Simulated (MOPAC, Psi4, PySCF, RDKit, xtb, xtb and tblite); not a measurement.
Two geometries of SMILES CSCCC(C)C (C6H14S), singlet, relaxed at GFN2-xTB with one dihedral held; other torsions can differ between them too.

Structure A

```
21

C      3.3115     0.1854     0.0057
S      2.5675    -1.4183     0.4184
C      0.8800    -0.8786     0.8506
C      0.0868    -0.3824    -0.3529
C     -1.4214    -0.6185    -0.2132
C     -2.1282    -0.2392    -1.5128
C     -2.0019     0.1782     0.9531
H      3.1976     0.8620     0.8481
H      4.3637     0.0025    -0.1842
H      2.8400     0.5933    -0.8835
H      0.4203    -1.7749     1.2677
H      0.9645    -0.1264     1.6344
H      0.2731     0.6821    -0.5113
H      0.4355    -0.9194    -1.2390
H     -1.5865    -1.6854    -0.0261
H     -1.9805     0.8165    -1.7314
H     -3.1965    -0.4256    -1.4331
H     -1.7405    -0.8203    -2.3464
H     -1.8277     1.2427     0.8082
H     -1.5485    -0.1212     1.8946
H     -3.0748     0.0150     1.0256
```

Structure B

```
21

C      3.5599     0.3503     0.4177
S      2.7891    -1.2874     0.2573
C      1.0625    -0.8730     0.6862
C      0.1257    -0.4636    -0.4647
C      0.7357    -0.4424    -1.8727
C     -0.1322     0.4047    -2.8010
C      0.8667    -1.8585    -2.4282
H      3.4781     0.6889     1.4472
H      4.6043     0.2317     0.1490
H      3.0805     1.0552    -0.2551
H      0.6940    -1.7791     1.1671
H      1.1252    -0.0914     1.4414
H     -0.7340    -1.1355    -0.4755
H     -0.2512     0.5394    -0.2460
H      1.7317     0.0066    -1.8293
H     -1.1430     0.0043    -2.8454
H      0.2802     0.4047    -3.8074
H     -0.1862     1.4348    -2.4540
H     -0.1157    -2.3158    -2.5299
H      1.4707    -2.4756    -1.7686
H      1.3401    -1.8397    -3.4071
```

Problem. Which is lower in energy at the level PBE0-D3(BJ)/def2-SVP // GFN2-xTB in Psi4, and by how much?

Solution. A is lower, by 3.92 kcal/mol (dihedral S2–C3–C4–C5: 150° in A, 0° in B).

E(B) − E(A) in kcal/mol at the other levels, on the same two geometries: GFN2-xTB (xtb and tblite) 3.88; MMFF94 // GFN2-xTB (RDKit) 8.42; PBE0/def2-SVP // GFN2-xTB (Psi4) 4.53; PBE/def2-SVP // GFN2-xTB (Psi4) 4.31; PBE-D3(BJ)/def2-SVP // GFN2-xTB (Psi4) 3.70; UFF // GFN2-xTB (RDKit) 8.96; AM1, restricted, heats of formation // GFN2-xTB (MOPAC) 4.64; PM6, restricted, heats of formation // GFN2-xTB (MOPAC) 4.33; GFN1-xTB // GFN2-xTB (xtb) 2.40; restricted B3LYP/6-31G*, spherical d, density fitting // GFN2-xTB (PySCF) 5.98; restricted Hartree-Fock/3-21G, density fitting // GFN2-xTB (PySCF) 6.26; restricted MP2 (frozen core)/3-21G // GFN2-xTB (PySCF) 5.09; restricted BP86/6-31G*, spherical d, density fitting // GFN2-xTB (PySCF) 5.40.
